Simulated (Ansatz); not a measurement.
## What each rung costs, and what it gives

Saddle point of TiH2ClF3, singlet (TiClF₃ ([F][Ti]([F])([F])[Cl]) + H₂ → TiHF₃ ([F][TiH]([F])[F]) + HCl; bonds formed: Ti1–H7, Cl2–H6; bonds broken: Ti1–Cl2, H6–H7), PBE0-D4/def2-TZVP structure:

```json
{"atom": "Ti1", "x (Å)": "-0.4520", "y (Å)": "0.3916", "z (Å)": "-0.0219"}
{"atom": "Cl2", "x (Å)": "1.5064", "y (Å)": "-1.2354", "z (Å)": "-0.9559"}
{"atom": "F3", "x (Å)": "-1.5651", "y (Å)": "-0.5611", "z (Å)": "-0.9598"}
{"atom": "F4", "x (Å)": "-1.4518", "y (Å)": "1.1839", "z (Å)": "1.1592"}
{"atom": "F5", "x (Å)": "0.3828", "y (Å)": "1.6924", "z (Å)": "-0.8206"}
{"atom": "H6", "x (Å)": "1.1581", "y (Å)": "-1.0231", "z (Å)": "0.3642"}
{"atom": "H7", "x (Å)": "0.4217", "y (Å)": "-0.4483", "z (Å)": "1.2347"}
```

Barriers are electronic and count from the start structure reached by relaxing down the imaginary mode.

Program: Ansatz 0.2.0. Basis: as named in each row. Cores are frozen in the correlated methods. B3LYP uses VWN-RPA correlation. Extrapolation: Hartree–Fock as exp(−7.88 √X), correlation as X^−2.97.

Times are rough, for one single point on 8 threads of a shared host (Oxide Virtual Turin-like).

The estimate by CCSD(T) at an estimated basis limit (MP2 extrapolated from triple and quadruple zeta, plus CCSD(T) − MP2 in triple zeta) is 1.806 eV.

```json
{"method": "HF", "basis": "STO-3G", "time (s)": "under 1", "barrier (eV)": "3.217", "method less estimate": "1.411"}
{"method": "PBE-D4", "basis": "STO-3G", "time (s)": "under 1", "barrier (eV)": "2.480", "method less estimate": "0.674"}
{"method": "SPW92", "basis": "def2-SVP", "time (s)": "under 1", "barrier (eV)": "1.287", "method less estimate": "-0.519"}
{"method": "B3LYP-D4", "basis": "6-31G", "time (s)": "1", "barrier (eV)": "2.157", "method less estimate": "0.350"}
{"method": "PBE-D4", "basis": "def2-SVP", "time (s)": "1", "barrier (eV)": "1.558", "method less estimate": "-0.248"}
{"method": "SPW92", "basis": "def2-TZVPP", "time (s)": "1", "barrier (eV)": "1.318", "method less estimate": "-0.488"}
{"method": "PBE0-D4", "basis": "def2-SVP", "time (s)": "2", "barrier (eV)": "1.601", "method less estimate": "-0.205"}
{"method": "PBE-D4", "basis": "def2-TZVPP", "time (s)": "2", "barrier (eV)": "1.615", "method less estimate": "-0.191"}
{"method": "BLYP-D4", "basis": "def2-TZVPP", "time (s)": "2", "barrier (eV)": "1.742", "method less estimate": "-0.064"}
{"method": "BHLYP-D4", "basis": "def2-TZVPP", "time (s)": "2", "barrier (eV)": "1.829", "method less estimate": "0.023"}
{"method": "PBE0-D4", "basis": "def2-TZVPP", "time (s)": "2", "barrier (eV)": "1.667", "method less estimate": "-0.139"}
{"method": "B3LYP-D4", "basis": "def2-TZVPP", "time (s)": "2", "barrier (eV)": "1.765", "method less estimate": "-0.041"}
{"method": "r2SCAN-D4", "basis": "def2-TZVPP", "time (s)": "3", "barrier (eV)": "1.713", "method less estimate": "-0.093"}
{"method": "CAM-B3LYP-D4", "basis": "def2-TZVPP", "time (s)": "3", "barrier (eV)": "1.736", "method less estimate": "-0.070"}
{"method": "r2SCAN0-D4", "basis": "def2-TZVPP", "time (s)": "3", "barrier (eV)": "1.731", "method less estimate": "-0.075"}
{"method": "wB97M-V", "basis": "def2-SVP", "time (s)": "4", "barrier (eV)": "1.606", "method less estimate": "-0.200"}
{"method": "PBE-QIDH", "basis": "def2-TZVPP", "time (s)": "4", "barrier (eV)": "1.784", "method less estimate": "-0.022"}
{"method": "B2PLYP", "basis": "def2-TZVPP", "time (s)": "4", "barrier (eV)": "1.850", "method less estimate": "0.044"}
{"method": "wB97X-V", "basis": "def2-TZVPP", "time (s)": "4", "barrier (eV)": "1.761", "method less estimate": "-0.045"}
{"method": "RPA on PBE", "basis": "def2-TZVPP", "time (s)": "4", "barrier (eV)": "1.774", "method less estimate": "-0.032"}
{"method": "B97M-V", "basis": "def2-TZVPP", "time (s)": "5", "barrier (eV)": "1.705", "method less estimate": "-0.101"}
{"method": "CCSD(T)", "basis": "def2-SVP", "time (s)": "6", "barrier (eV)": "1.739", "method less estimate": "-0.067"}
{"method": "wB97M-V", "basis": "def2-TZVPP", "time (s)": "6", "barrier (eV)": "1.739", "method less estimate": "-0.067"}
{"method": "MP2", "basis": "def2-QZVPP", "time (s)": "10", "barrier (eV)": "1.884", "method less estimate": "0.078"}
{"method": "CCSD(T)", "basis": "def2-TZVPP", "time (s)": "90", "barrier (eV)": "1.805", "method less estimate": "-0.001"}
```

All methods are single points on the PBE0-D4 structures.

No T1 diagnostic of these runs exceeds 0.024.

Labels in which every atom is bracketed show which atoms are joined, not bond orders.
